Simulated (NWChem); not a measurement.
System: MgNH$_{3}$O; SMILES [NH2][Mg][OH]

Parts of the log:

```
             Northwest Computational Chemistry Package (NWChem) 7.3.0
             --------------------------------------------------------

 C1  symmetry detected

                             Geometry "geometry" -> ""
                             -------------------------

 Output coordinates in angstroms (scale by  1.889725989 to convert to a.u.)

  No.       Tag          Charge          X              Y              Z
 ---- ---------------- ---------- -------------- -------------- --------------
    1 Mg                  12.0000     0.00009689    -0.04520453    -0.01048343
    2 O                    8.0000    -0.00055603    -1.81194230     0.02419006
    3 H                    1.0000     0.00419432    -2.74646016    -0.15009324
    4 N                    7.0000    -0.00016132     1.84164461     0.00781385
    5 H                    1.0000    -0.81601369     2.44684784     0.01330400
    6 H                    1.0000     0.81623416     2.44609285     0.01437293

 Effective nuclear repulsion energy (a.u.)      82.6391991233

                                 NWChem DFT Module
                                 -----------------

 Summary of "ao basis" -> "ao basis" (spherical)
 ------------------------------------------------------------------------------
       Tag                 Description            Shells   Functions and Types
 ---------------- ------------------------------  ------  ---------------------
 Mg                         def2-svp                 8       18   4s3p1d
 O                          def2-svp                 6       14   3s2p1d
 H                          def2-svp                 3        5   2s1p
 N                          def2-svp                 6       14   3s2p1d

            General Information
            -------------------
          SCF calculation type: DFT
          Wavefunction type:  closed shell.
          No. of atoms     :     6
          No. of electrons :    30
           Alpha electrons :    15
            Beta electrons :    15
          Charge           :     0
          Spin multiplicity:     1
          Use of symmetry is: off; symmetry adaption is: off
          Maximum number of iterations: 150
          AO basis - number of functions:    61
                     number of shells:    29
          Convergence on energy requested:  1.00D-06
          Convergence on density requested:  1.00D-05
          Convergence on gradient requested:  5.00D-04

              XC Information
              --------------
                     Hartree-Fock (Exact) Exchange  1.000
                   CAM-Becke88 Exchange Functional  1.000
                      VWN V Correlation Functional  0.190 local
              Lee-Yang-Parr Correlation Functional  0.810

           Range-Separation Parameters
           ---------------------------
           Alpha           :  0.19
           Beta            :  0.46
           Gamma           :  0.33
           Short-Range HF  :     F

             Grid Information
             ----------------
          Grid used for XC integration:  medium
          Radial quadrature: Mura-Knowles
          Angular quadrature: Lebedev.
          Tag              B.-S. Rad. Rad. Pts. Rad. Cut. Ang. Pts.
          ---              ---------- --------- --------- ---------
          Mg                  1.50       88           9.0       590
          O                   0.60       49          11.0       434
          H                   0.35       45          12.0       434
          N                   0.65       49          12.0       434
          Grid pruning is: on
          Number of quadrature shells:   321
          Spatial weights used:  Erf1

      Superposition of Atomic Density Guess
      -------------------------------------

 Sum of atomic energies:        -329.96798319

      Non-variational initial energy
      ------------------------------

 Total energy =    -330.505756
 1-e energy   =    -620.972165
 2-e energy   =     207.827210
 HOMO         =      -0.340148
 LUMO         =      -0.099122

     ---------------------------------------------
      Total Density - Mulliken Population Analysis
     ---------------------------------------------

    Atom       Charge   Shell Charges
 -----------   ------   -------------------------------------------------------
    1 Mg  12    10.61   2.00  1.99  0.26  0.02  5.99  0.13  0.09  0.13
    2 O    8     9.11   1.99  1.09  0.69  3.22  2.11  0.00
    3 H    1     0.66   0.53  0.06  0.06
    4 N    7     8.12   1.99  1.03  0.53  2.66  1.90  0.00
    5 H    1     0.75   0.59  0.11  0.05
    6 H    1     0.75   0.59  0.11  0.05

   convergence    iter        energy       DeltaE   RMS-Dens  Diis-err
 ---------------- ----- ----------------- --------- --------- ---------
 d= 0,ls=0.0,diis     1   -331.5788504332 -4.14D+02  1.95D-02  9.75D-01
 d= 0,ls=0.0,diis     2   -331.5125267992  6.63D-02  9.85D-03  1.88D+00
 d= 0,ls=0.0,diis     3   -331.6953246150 -1.83D-01  1.17D-03  6.33D-03
 d= 0,ls=0.0,diis     4   -331.6958004447 -4.76D-04  5.63D-04  4.39D-03
 d= 0,ls=0.0,diis     5   -331.6962641591 -4.64D-04  1.46D-04  1.02D-04
  Resetting Diis
 d= 0,ls=0.0,diis     6   -331.6962818455 -1.77D-05  4.90D-05  2.87D-06
 d= 0,ls=0.0,diis     7   -331.6962830641 -1.22D-06  8.28D-06  1.00D-07
 d= 0,ls=0.0,diis     8   -331.6962830996 -3.55D-08  2.73D-06  6.10D-08

         Total DFT energy =     -331.696283099602
      One electron energy =     -624.729906788182
           Coulomb energy =      243.542459502101
    Exchange-Corr. energy =      -33.148034936828
 Nuclear repulsion energy =       82.639199123308

 Numeric. integr. density =       30.000001049613

                       DFT Final Molecular Orbital Analysis
                       ------------------------------------

 Vector   13  Occ=2.000000D+00  E=-3.376265D-01
              MO Center= -5.3D-04, -1.7D+00,  2.3D-02, r^2= 9.2D-01
   Bfn.  Coefficient  Atom+Function         Bfn.  Coefficient  Atom+Function
  ----- ------------  ---------------      ----- ------------  ---------------
    24      0.592233  2 O  pz                27      0.438067  2 O  pz
    13      0.109110  1 Mg pz                15     -0.101166  1 Mg d -1
    23     -0.085798  2 O  py                10      0.069663  1 Mg pz
    26     -0.069457  2 O  py                 7      0.058024  1 Mg pz
    46      0.048288  4 N  pz                 3     -0.029902  1 Mg s

 Vector   14  Occ=2.000000D+00  E=-3.370251D-01
              MO Center= -4.1D-04, -1.8D+00,  1.9D-02, r^2= 8.5D-01
   Bfn.  Coefficient  Atom+Function         Bfn.  Coefficient  Atom+Function
  ----- ------------  ---------------      ----- ------------  ---------------
    22      0.600569  2 O  px                25      0.442716  2 O  px
    14     -0.112601  1 Mg d -2              11      0.103954  1 Mg px
     8      0.068137  1 Mg px                 5      0.056404  1 Mg px
    35      0.028390  3 H  px                44      0.025197  4 N  px

 Vector   15  Occ=2.000000D+00  E=-2.770590D-01
              MO Center= -1.2D-04,  1.7D+00,  6.2D-03, r^2= 1.3D+00
   Bfn.  Coefficient  Atom+Function         Bfn.  Coefficient  Atom+Function
  ----- ------------  ---------------      ----- ------------  ---------------
    43      0.553198  4 N  pz                46     -0.447811  4 N  pz
    13     -0.136643  1 Mg pz                15     -0.123230  1 Mg d -1
    10     -0.064161  1 Mg pz                24      0.058064  2 O  pz
     7     -0.054550  1 Mg pz                27      0.026167  2 O  pz

 Vector   16  Occ=0.000000D+00  E=-1.914294D-03
              MO Center=  2.4D-03,  7.3D-03, -7.8D-02, r^2= 7.1D+00
   Bfn.  Coefficient  Atom+Function         Bfn.  Coefficient  Atom+Function
  ----- ------------  ---------------      ----- ------------  ---------------
     4      1.069732  1 Mg s                 40     -0.327784  4 N  s
    21     -0.228632  2 O  s                  2      0.152840  1 Mg s
    39     -0.145740  4 N  s                 18      0.117717  1 Mg d  2
    20     -0.115642  2 O  s                 42     -0.087023  4 N  py
    45      0.077936  4 N  py                38     -0.072430  4 N  s

 Vector   17  Occ=0.000000D+00  E= 5.612650D-02
              MO Center= -1.6D-03,  2.0D-02, -2.8D-02, r^2= 6.0D+00
   Bfn.  Coefficient  Atom+Function         Bfn.  Coefficient  Atom+Function
  ----- ------------  ---------------      ----- ------------  ---------------
    11      0.979928  1 Mg px                25     -0.170945  2 O  px
    22     -0.167846  2 O  px                53      0.145807  5 H  s
    58     -0.146259  6 H  s                  8      0.133006  1 Mg px
     5      0.126942  1 Mg px                14      0.117233  1 Mg d -2
    52      0.077104  5 H  s                 57     -0.077218  6 H  s

 Vector   18  Occ=0.000000D+00  E= 7.551778D-02
              MO Center=  5.6D-04, -1.4D-02,  2.1D-02, r^2= 6.2D+00
   Bfn.  Coefficient  Atom+Function         Bfn.  Coefficient  Atom+Function
  ----- ------------  ---------------      ----- ------------  ---------------
    13      0.980369  1 Mg pz                46     -0.266485  4 N  pz
    43      0.197357  4 N  pz                27     -0.193319  2 O  pz
    24     -0.170276  2 O  pz                 7      0.108792  1 Mg pz
    10      0.099172  1 Mg pz                12      0.053954  1 Mg py
    40     -0.048892  4 N  s                 34      0.034480  3 H  s

     ---------------------------------------------
      Total Density - Mulliken Population Analysis
     ---------------------------------------------

    Atom       Charge   Shell Charges
 -----------   ------   -------------------------------------------------------
    1 Mg  12    11.30   2.00  1.98  0.34  0.00  5.98  0.37  0.29  0.35
    2 O    8     8.57   1.99  1.03  0.69  2.90  1.96  0.00
    3 H    1     0.82   0.68  0.07  0.07
    4 N    7     7.53   1.99  0.96  0.52  2.43  1.63  0.01
    5 H    1     0.89   0.71  0.14  0.05
    6 H    1     0.89   0.71  0.14  0.05

     -------------------------------------------
      Total Density - Lowdin Population Analysis
     -------------------------------------------

    Atom       Charge   Shell Charges
 -----------   ------   -------------------------------------------------------
    1 Mg  12    11.78   2.00  1.93  0.32  0.09  5.84  0.64  0.37  0.58
    2 O    8     8.23   1.97  0.85  0.59  2.74  2.08  0.01
    3 H    1     0.91   0.55  0.17  0.19
    4 N    7     7.24   1.97  0.70  0.45  2.24  1.87  0.02
    5 H    1     0.92   0.59  0.21  0.13
    6 H    1     0.92   0.59  0.21  0.13

     Multipole analysis of the density
     ---------------------------------

     L   x y z        total         alpha         beta         nuclear
     -   - - -        -----         -----         ----         -------
     0   0 0 0     -0.000000    -15.000000    -15.000000     30.000000

     1   1 0 0      0.003985      0.001992      0.001992      0.000000
     1   0 1 0      0.073426      0.036713      0.036713     -0.000000
     1   0 0 1     -0.149867     -0.074933     -0.074933      0.000000

     2   2 0 0    -14.284352     -9.520749     -9.520749      4.757147
     2   1 1 0     -0.019586      0.000328      0.000328     -0.020243
     2   1 0 1      0.000507      0.000044      0.000044      0.000419
     2   0 2 0    -16.002515   -132.175489   -132.175489    248.348463
     2   0 1 1      0.784572     -0.028576     -0.028576      0.841724
     2   0 0 2    -17.158270     -8.631521     -8.631521      0.104772
```

Level: CAM-B3LYP/def2-SVP. Geometry: optimised at PBE0/def2-SVP.

**Question.** Which NWChem input produces such a log?

**Answer.** One answer among several that fit: the input that was run:
```
start job
memory heap 200 mb stack 900 mb global 1100 mb
geometry units angstroms noautoz
  Mg    -0.397307     0.147971    -0.000958
  O     -0.297179     1.912210    -0.000532
  H     -0.436752     2.852545     0.002681
  N     -0.448945    -1.738260    -0.001763
  H     -0.456954    -2.343259    -0.817746
  H     -0.473730    -2.342528     0.814416
end
basis spherical
  * library def2-svp
end
dft
  xc xcamb88 1.00 lyp 0.81 vwn_5 0.19 hfexch 1.00
  cam 0.33 cam_alpha 0.19 cam_beta 0.46
  iterations 150
  mulliken
end
task dft energy
```
